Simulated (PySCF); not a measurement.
Compound: C₆H₈F₃P.
SMILES with atom numbers: `[CH3:1][C:2]1=[CH:3][CH2:4][CH2:5][P:6]1[C:7]([F:8])([F:9])[F:10]` (hydrogens: H11, H12, H13 on C1; H14 on C3; H15, H16 on C4; H17, H18 on C5)

The same species was optimised twice, with GFN2-xTB and with PBE0-D3(BJ)/def2-SVP (PySCF), and the same property calculations (PySCF, gas phase) were run on both structures.

```
     coordinate  GFN2-xTB  PBE0-D3(BJ)/def2-SVP  change
      C2=C3 (Å)     1.329                 1.342  +0.013
      P6–C7 (Å)     1.905                 1.895  -0.010
      C7–F9 (Å)     1.343                 1.338  -0.005
      C2–P6 (Å)     1.835                 1.841  +0.006
      C7–F8 (Å)     1.344                 1.339  -0.005
      C3–C4 (Å)     1.494                 1.498  +0.004
     C7–F10 (Å)     1.341                 1.339  -0.002
      C4–C5 (Å)     1.538                 1.536  -0.002
      C5–P6 (Å)     1.860                 1.862  +0.002
      C1–C2 (Å)     1.491                 1.492  +0.001
   C2–P6–C7 (°)      94.8                  97.2    +2.4
   C5–P6–C7 (°)      96.7                  98.6    +1.9
   C1–C2–P6 (°)     119.8                 121.3    +1.5
  P6–C7–F10 (°)     111.1                 110.1    -1.0
  F9–C7–F10 (°)     107.0                 107.9    +0.9
   C3–C2–P6 (°)     112.6                 111.8    -0.8
   C1–C2–C3 (°)     127.5                 127.0    -0.5
   F8–C7–F9 (°)     106.2                 106.7    +0.5
C5–P6–C7–F8 (°)       -44                   -41      +3
```

Rotational constants: A = 1591, B = 1077, C = 865.3 MHz (GFN2-xTB) against A = 1594, B = 1062, C = 848.7 MHz (PBE0-D3(BJ)/def2-SVP). Point groups within 0.08 Å: C1 and C1.

On the GFN2-xTB structure: HOMO (eV) -7.06 [PBE0/pcSseg-1]; LUMO (eV) -0.32 [PBE0/pcSseg-1]; dipole (D) 2.75 [PBE0/pcSseg-1]; GIAO shielding of C1 (ppm) 165.9 [PBE0/pcSseg-1]; GIAO shielding of C2 (ppm) 43.0 [PBE0/pcSseg-1]; GIAO shielding of C3 (ppm) 36.4 [PBE0/pcSseg-1]; GIAO shielding of C4 (ppm) 146.2 [PBE0/pcSseg-1]; GIAO shielding of C5 (ppm) 161.1 [PBE0/pcSseg-1]; GIAO shielding of P6 (ppm) 308.7 [PBE0/pcSseg-1]; GIAO shielding of C7 (ppm) 43.3 [PBE0/pcSseg-1]; GIAO shielding of F8/F9/F10 (mean) (ppm) 247.8 [PBE0/pcSseg-1].

Problem. What do these properties become on the PBE0-D3(BJ)/def2-SVP structure?

Solution. 
```
                                    property          level  on GFN2-xTB  on PBE0-D3(BJ)/def2-SVP  change
                                   HOMO (eV)  PBE0/pcSseg-1        -7.06                    -6.97   +0.09
                                   LUMO (eV)  PBE0/pcSseg-1        -0.32                    -0.37   -0.05
                                  dipole (D)  PBE0/pcSseg-1         2.75                     2.67   -0.08
energy, GFN2-xTB geometry as zero (kcal/mol)  PBE0/pcSseg-1          0.0                     -0.6    -0.6
                  GIAO shielding of C1 (ppm)  PBE0/pcSseg-1        165.9                    164.1    -1.8
                  GIAO shielding of C2 (ppm)  PBE0/pcSseg-1         43.0                     40.8    -2.2
                  GIAO shielding of C3 (ppm)  PBE0/pcSseg-1         36.4                     32.9    -3.5
                  GIAO shielding of C4 (ppm)  PBE0/pcSseg-1        146.2                    145.7    -0.5
                  GIAO shielding of C5 (ppm)  PBE0/pcSseg-1        161.1                    159.7    -1.4
                  GIAO shielding of P6 (ppm)  PBE0/pcSseg-1        308.7                    308.8    +0.1
                  GIAO shielding of C7 (ppm)  PBE0/pcSseg-1         43.3                     44.8    +1.5
    GIAO shielding of F8/F9/F10 (mean) (ppm)  PBE0/pcSseg-1        247.8                    249.9    +2.1
```

The heavy atoms differ by 0.041 Å rms after alignment. Among bonds between heavy atoms C2=C3 changes most (+0.013 Å). Changes are differences of the printed values. Neither structure is proved a minimum here.
